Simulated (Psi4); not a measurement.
Psi4 input (wB97X-D/6-311+G**):

```
memory 1500 MB

molecule {
0 2
S    -0.05714100   -0.00577200   -0.46752000
O    -0.03762100   -0.03658900    1.03750800
H     1.21521700    0.38506800   -0.81973700
symmetry c1
no_reorient
no_com
}

set {
  basis 6-311+G**
  reference uks
  scf_type pk
  dft_radial_points 99
  dft_spherical_points 590
  e_convergence 1e-8
  d_convergence 1e-7
  maxiter 150
}

e = energy('wb97x-d')
print_out(f'\nFINAL {e:.10f} DIPOLE {variable("CURRENT DIPOLE")[0]:.6f} {variable("CURRENT DIPOLE")[1]:.6f} {variable("CURRENT DIPOLE")[2]:.6f}\n')
```

From the output:

```
    Beta Virtual:

      13A     -0.059822    14A      0.050103    15A      0.058210
      16A      0.091052    17A      0.099198    18A      0.124455
      19A      0.158337    20A      0.265240    21A      0.274712
      22A      0.284436    23A      0.322042    24A      0.358938
      25A      0.377095    26A      0.425272    27A      0.437029
      28A      0.736464    29A      0.736876    30A      0.761389
      31A      0.822529    32A      0.984145    33A      1.064800
      34A      1.161166    35A      1.177697    36A      1.178693
      37A      1.470502    38A      1.491448    39A      1.575806
      40A      1.715705    41A      1.720426    42A      1.811742
      43A      2.139117    44A      2.605373    45A      2.904357
      46A      2.910255    47A      3.008832    48A      3.047457
      49A      3.494020    50A      5.060466    51A      5.074268
      52A      5.152651    53A      8.015531    54A     17.343921
      55A     17.378008    56A     17.466644    57A     49.924007
      58A    189.234513

    Final Occupation by Irrep:
              A
    DOCC [    12 ]
    SOCC [     1 ]
    NA   [    13 ]
    NB   [    12 ]

  @UKS Final Energy:  -473.95310763888170

   => Energetics <=

    Nuclear Repulsion Energy =             52.9988761863303353
    One-Electron Energy =                -758.8639077657235248
    Two-Electron Energy =                 256.9316805452173185
    DFT Exchange-Correlation Energy =     -25.0196603990294903
    Empirical Dispersion Energy =          -0.0000962056763597
    VV10 Nonlocal Energy =                  0.0000000000000000
    Total Energy =                       -473.9531076388817041

  UHF NO Occupations:
  HONO-2 :   11  A 1.9995963
  HONO-1 :   12  A 1.9985743
  HONO-0 :   13  A 1.0000000
  LUNO+0 :   14  A 0.0014257
  LUNO+1 :   15  A 0.0004037
  LUNO+2 :   16  A 0.0001979
  LUNO+3 :   17  A 0.0001559

Computation Completed

Properties will be evaluated at   0.000000,   0.000000,   0.000000 [a0]

Properties computed using the SCF density matrix

 Multipole Moments:

 ------------------------------------------------------------------------------------
     Multipole            Electronic (a.u.)      Nuclear  (a.u.)        Total (a.u.)
 ------------------------------------------------------------------------------------

 L = 1.  Multiply by 2.5417464519 to convert [e a0] to [Debye]
 Dipole X            :          0.3371986           -0.0000132            0.3371853
 Dipole Y            :          0.1256779            0.0000076            0.1256855
 Dipole Z            :         -1.0005081            0.0000132           -1.0004948
 Magnitude           :                                                    1.0632407

 ------------------------------------------------------------------------------------

FINAL -473.9531076389 DIPOLE 0.337185 0.125686 -1.000495

*** Psi4 exiting successfully. Buy a developer a beer!
```

The geometry given is a B3LYP-D3(BJ)/def2-TZVP minimum.
